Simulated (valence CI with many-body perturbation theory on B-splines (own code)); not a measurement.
## Ru5+: electric-dipole lines

Computed by valence CI with perturbative core correlation (CI+MBPT): three valence electrons over a frozen Dirac-Fock core [Kr], a basis of 7 s, 7 p, 8 d, 6 f, 4 g, 1 h functions for each j, with the one-electron correlation potential Σ1, the two-electron term Σ2, the three-electron term Σ3, Breit, model QED; selected CI, second order for the rest (own B-spline code, finite nucleus).

No measured levels were compared; by estimate terms of the open shell hold to 2 to 4 % of their energy, and close levels can change places; different configurations can be misplaced against each other by 1,000 to 8,000 cm⁻¹. The list stops below the first excitations out of the core.

Lines 201 to 250 of 562 in falling wavelength, among levels below 274060 cm⁻¹, chosen from the strongest by gf and those to the six lowest levels. Wavelengths and rates use the calculated energies, so an error of 2000 cm⁻¹ moves a line at 119.6 nm by 2.4 % and its rate by three times that or more. Electric multipoles are in the length gauge, E1 and E2 with the static RPA response of the core. Weak lines are less certain than strong ones. Lines between different terms over intervals too small for the method are left out, as are lines whose strength nearly cancels. Where a level lies close to another of its J and parity, the split of strength between their lines is uncertain. The highest levels of a list are the least certain.

Names give the largest LS component (configuration and term), which can be under half, so a name can repeat, a term be missing and a line seem to break the LS rules; names also repeat where a configuration has a term twice. Letters in brackets count levels of one name in rising energy.

| λ vac (nm) | Upper | Lower | A (s⁻¹) | S (a.u.) |
| --- | --- | --- | --- | --- |
| 119.6 | 4d²5p ⁴P°_5/2 | 4d²5s ²F_7/2 | 1.03e+07 | 5.22e-02 |
| 119.4 | 4d²5p ²F°_7/2 [b] | 4d²5s ²D_5/2 | 9.63e+07 | 6.48e-01 |
| 119.4 | 4d²5p ²D°_3/2 [c] | 4d²5s ⁴P_3/2 | 6.11e+07 | 2.05e-01 |
| 119.3 | 4d²5p ²G°_7/2 [c] | 4d²5s ⁴F_9/2 | 2.71e+07 | 1.82e-01 |
| 119.2 | 4d²5p ²D°_3/2 [c] | 4d²5s ⁴P_5/2 | 1.29e+07 | 4.32e-02 |
| 119.0 | 4d²5p ²P°_3/2 [b] | 4d²5s ²D_5/2 | 2.71e+07 | 9.01e-02 |
| 118.6 | 4d²5p ²D°_5/2 [b] | 4d²5s ²F_5/2 | 2.33e+07 | 1.15e-01 |
| 118.4 | 4d²5p ²D°_3/2 [c] | 4d²5s ⁴P_1/2 | 1.50e+07 | 4.90e-02 |
| 118.2 | 4d²5p ²F°_5/2 [b] | 4d²5s ⁴F_7/2 | 5.66e+07 | 2.77e-01 |
| 118.2 | 4d²5p ²P°_1/2 [b] | 4d²5s ²D_3/2 | 6.37e+07 | 1.04e-01 |
| 118.1 | 4d²5p ⁴P°_3/2 | 4d²5s ²F_5/2 | 1.95e+07 | 6.35e-02 |
| 117.3 | 4d²5p ²D°_5/2 [c] | 4d²5s ⁴P_5/2 | 8.81e+07 | 4.21e-01 |
| 117.0 | 4d²5p ⁴D°_7/2 [b] | 4d²5s ²F_5/2 | 8.00e+06 | 5.06e-02 |
| 116.7 | 4d²5p ²G°_9/2 [b] | 4d²5s ⁴F_9/2 | 8.48e+06 | 6.64e-02 |
| 116.3 | 4d²5p ²P°_3/2 [a] | 4d²5s ⁴F_5/2 | 6.28e+07 | 1.95e-01 |
| 116.0 | 4d²5p ²G°_7/2 [c] | 4d²5s ⁴F_7/2 | 9.00e+06 | 5.55e-02 |
| 115.5 | 4d²5p ⁴D°_1/2 [b] | 4d²5s ⁴F_3/2 | 3.32e+08 | 5.04e-01 |
| 115.2 | 4d²5p ⁴D°_7/2 [a] | 4d²5s ⁴F_9/2 | 1.03e+08 | 6.23e-01 |
| 114.7 | 4d²5p ⁴D°_3/2 [b] | 4d²5s ⁴F_5/2 | 1.61e+08 | 4.78e-01 |
| 114.4 | 4d²5p ²D°_5/2 [c] | 4d²5s ²F_7/2 | 3.55e+08 | 1.58e+00 |
| 114.3 | 4d²5p ⁴D°_5/2 [b] | 4d²5s ⁴F_7/2 | 1.34e+08 | 5.94e-01 |
| 114.2 | 4d²5p ²P°_1/2 [b] | 4d²5s ⁴P_1/2 | 3.06e+07 | 4.49e-02 |
| 113.5 | 4d²5p ²G°_9/2 [b] | 4d²5s ⁴F_7/2 | 7.06e+06 | 5.09e-02 |
| 113.3 | 4d²5p ²F°_7/2 [b] | 4d²5s ⁴P_5/2 | 1.45e+07 | 8.32e-02 |
| 113.2 | 4d²5p ²F°_5/2 [c] | 4d²5s ²D_3/2 | 3.56e+07 | 1.53e-01 |
| 113.0 | 4d²5p ⁴D°_3/2 [b] | 4d²5s ⁴F_3/2 | 4.52e+07 | 1.29e-01 |
| 112.9 | 4d²5p ²P°_3/2 [b] | 4d²5s ⁴P_5/2 | 1.25e+07 | 3.56e-02 |
| 112.2 | 4d²5p ²P°_3/2 [b] | 4d²5s ⁴P_1/2 | 1.37e+07 | 3.83e-02 |
| 112.1 | 4d²5p ⁴D°_7/2 [a] | 4d²5s ⁴F_7/2 | 9.21e+06 | 5.12e-02 |
| 111.9 | 4d²5p ⁴D°_7/2 [b] | 4d²5s ⁴F_9/2 | 2.80e+07 | 1.55e-01 |
| 111.7 | 4d²5p ⁴D°_5/2 [b] | 4d²5s ⁴F_5/2 | 3.70e+07 | 1.53e-01 |
| 111.4 | 4d²5p ²D°_3/2 [c] | 4d²5s ²F_5/2 | 1.96e+08 | 5.36e-01 |
| 109.0 | 4d²5p ⁴D°_7/2 [b] | 4d²5s ⁴F_7/2 | 1.02e+07 | 5.23e-02 |
| 105.9 | 4d²5p ²P°_3/2 [b] | 4d²5s ²F_5/2 | 1.72e+07 | 4.04e-02 |
| 56.42 | 4d²5p ²F°_7/2 [a] | 4d³ ²D_5/2 [b] | 5.41e+07 | 3.83e-02 |
| 55.66 | 4d²5p ²D°_5/2 [a] | 4d³ ²D_3/2 [b] | 4.48e+07 | 2.29e-02 |
| 53.77 | 4d²5p ⁴G°_5/2 | 4d³ ²F_5/2 | 6.71e+07 | 3.09e-02 |
| 53.68 | 4d²5p ²F°_5/2 [b] | 4d³ ²D_3/2 [b] | 4.43e+07 | 2.03e-02 |
| 53.56 | 4d²5p ²F°_5/2 [b] | 4d³ ²D_5/2 [b] | 6.18e+07 | 2.81e-02 |
| 53.10 | 4d²5p ²G°_7/2 [c] | 4d³ ²D_5/2 [b] | 1.13e+08 | 6.67e-02 |
| 52.66 | 4d²5p ⁴G°_7/2 | 4d³ ²F_7/2 | 4.18e+07 | 2.41e-02 |
| 52.40 | 4d²5p ⁴F°_5/2 | 4d³ ²F_5/2 | 5.04e+07 | 2.15e-02 |
| 52.28 | 4d²5p ²D°_3/2 [b] | 4d³ ²D_3/2 [b] | 1.43e+08 | 4.03e-02 |
| 51.68 | 4d²5p ²F°_5/2 [a] | 4d³ ²F_5/2 | 2.04e+08 | 8.33e-02 |
| 51.58 | 4d²5p ⁴D°_7/2 [b] | 4d³ ²D_5/2 [b] | 7.23e+07 | 3.92e-02 |
| 51.44 | 4d²5p ⁴F°_7/2 | 4d³ ²F_7/2 | 3.59e+07 | 1.93e-02 |
| 51.07 | 4d²5p ⁴P°_5/2 | 4d³ ²D_5/2 [b] | 5.60e+07 | 2.21e-02 |
| 50.95 | 4d²5p ²F°_7/2 [a] | 4d³ ²F_7/2 | 3.63e+08 | 1.90e-01 |
| 50.93 | 4d²5p ⁴D°_3/2 [a] | 4d³ ²F_5/2 | 9.58e+07 | 2.50e-02 |
| 50.77 | 4d²5p ⁴D°_5/2 [a] | 4d³ ²F_5/2 | 5.16e+07 | 2.00e-02 |
